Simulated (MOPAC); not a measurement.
A run for MOPAC: PM6 on H3In (SMILES [InH3]), a point of a bond scan (R = 2.596 Å).

```
PM6 1SCF PRECISE CHARGE=0 THREADS=1
H3In

In    -0.00000000 1     0.00000000 1     0.00000000 1
H      1.02997290 1    -0.71156780 1     2.27403310 1
H     -0.39135161 1     1.66043977 1    -0.29090875 1
H     -0.29529699 1    -1.18606124 1    -1.22511332 1
```

The log:

```
*******************************************************************************
 **                                                                           **
 **                              MOPAC v23.2.5                                **
 **                                                                           **
 *******************************************************************************
 ** MOPAC's Digital Object Identifier: https://doi.org/10.5281/zenodo.6511958 **
 **                                                                           **
 ** Please cite the open-source release paper for use of this MOPAC version:  **
 ** J. E. Moussa and J. J. P. Stewart (2026)                                  **
 ** MOPAC: An open-source semiempirical molecular orbital program             **
 ** J. Open Source Softw., 11(119), 8025, https://doi.org/10.21105/joss.08025 **
 *******************************************************************************

                              PM6 CALCULATION RESULTS

 *******************************************************************************
 *  PM6        - The PM6 Hamiltonian to be used
 *
 *
 *
 *                 CHARGE ON SYSTEM = 0
 *
 *
 *
 *  PRECISE    - TIGHTER CRITERIA TO BE USED
 *  1SCF       - DO 1 SCF AND THEN STOP
 *  THREADS=1  - MULTI-THREADING NOT USED
 *  T=         - A TIME OF 172800.0 SECONDS REQUESTED
 *  DUMP=N     - RESTART FILE WRITTEN EVERY 7200.0 SECONDS REQUESTED
 *******************************************************************************
PM6 1SCF PRECISE CHARGE=0 THREADS=1
 H3In

   ATOM   CHEMICAL          X               Y               Z
  NUMBER   SYMBOL      (ANGSTROMS)     (ANGSTROMS)     (ANGSTROMS)

     1      In         -0.00000000  *   0.00000000  *   0.00000000  *
     2       H          1.02997290  *  -0.71156780  *   2.27403310  *
     3       H         -0.39135161  *   1.66043977  *  -0.29090875  *
     4       H         -0.29529699  *  -1.18606124  *  -1.22511332  *



          CARTESIAN COORDINATES

    NO.       ATOM           X           Y           Z

     1        In         -0.0000      0.0000      0.0000
     2         H          1.0300     -0.7116      2.2740
     3         H         -0.3914      1.6604     -0.2909
     4         H         -0.2953     -1.1861     -1.2251

 General Reference for PM6:
 "Optimization of Parameters for Semiempirical Methods V: Modification of NDDO Approximations
 and Application to 70 Elements", J. J. P. Stewart, J. Mol. Mod., 13, 1173-1213 (2007)
 URL: https://link.springer.com/article/10.1007/s00894-007-0233-4

           Empirical Formula: H3 In  =     4 atoms



      MOLECULAR POINT GROUP   :   C2v


      RHF CALCULATION, NO. OF DOUBLY OCCUPIED LEVELS = 3


 -------------------------------------------------------------------------------
 PM6 1SCF PRECISE CHARGE=0 THREADS=1
 H3In



     1SCF WAS SPECIFIED, SO BFGS WAS NOT USED
     SCF FIELD WAS ACHIEVED


                              PM6 CALCULATION
                                                       MOPAC v23.2.5 Linux




          FINAL HEAT OF FORMATION =        153.03442 KCAL/MOL =     640.29603 KJ/MOL


          COSMO AREA              =         79.99 SQUARE ANGSTROMS
          COSMO VOLUME            =         60.35 CUBIC ANGSTROMS

          IONIZATION POTENTIAL    =          8.233529 EV
          HOMO LUMO ENERGIES (EV) =         -8.234  0.465
          NO. OF FILLED LEVELS    =          3
          MOLECULAR WEIGHT        =        117.8437         POINT GROUP:  C2v

          MOLECULAR DIMENSIONS (Angstroms)

            Atom       Atom       Distance
            H     4    H     2     3.77167
            H     3    H     2     2.75062
           In     1    H     4     0.00000


          SCF CALCULATIONS        =          1





   ATOM   CHEMICAL          X               Y               Z
  NUMBER   SYMBOL      (ANGSTROMS)     (ANGSTROMS)     (ANGSTROMS)

     1      In         -0.00000000  *   0.00000000  *   0.00000000  *
     2       H          1.02997290  *  -0.71156780  *   2.27403310  *
     3       H         -0.39135161  *   1.66043977  *  -0.29090875  *
     4       H         -0.29529699  *  -1.18606124  *  -1.22511332  *

                             CARTESIAN COORDINATES

   1   In       -0.000000000     0.000000000     0.000000000
   2    H        1.029972900    -0.711567800     2.274033100
   3    H       -0.391351610     1.660439770    -0.290908750
   4    H       -0.295296990    -1.186061240    -1.225113320


           Empirical Formula: H3 In  =     4 atoms



      MOLECULAR POINT GROUP   :   C2v


                  EIGENVALUES
 -13.28693 -11.37477  -8.23353   0.46466   2.72135   3.53794   4.07467


              NET ATOMIC CHARGES AND DIPOLE CONTRIBUTIONS

  ATOM NO.   TYPE          CHARGE      No. of ELECS.   s-Pop       p-Pop
    1         In           0.021015        2.9790     1.19136     1.78762
    2          H           0.001363        0.9986     0.99864
    3          H          -0.011189        1.0112     1.01119
    4          H          -0.011189        1.0112     1.01119
 DIPOLE           X         Y         Z       TOTAL
 POINT-CHG.     0.044    -0.030     0.096     0.110
 HYBRID        -0.095     0.066    -0.211     0.241
 SUM           -0.052     0.036    -0.114     0.131


          ATOMIC ORBITAL ELECTRON POPULATIONS

     Atom    s        px        py        pz
    1 In   1.19136   0.13767   0.89418   0.75577
    2  H   0.99864
    3  H   1.01119
    4  H   1.01119

 **********************
 *                    *
 * JOB ENDED NORMALLY *
 *                    *
 **********************




 == MOPAC DONE ==
```

The run finished.

Cost: around 0.020 core-seconds (rough).
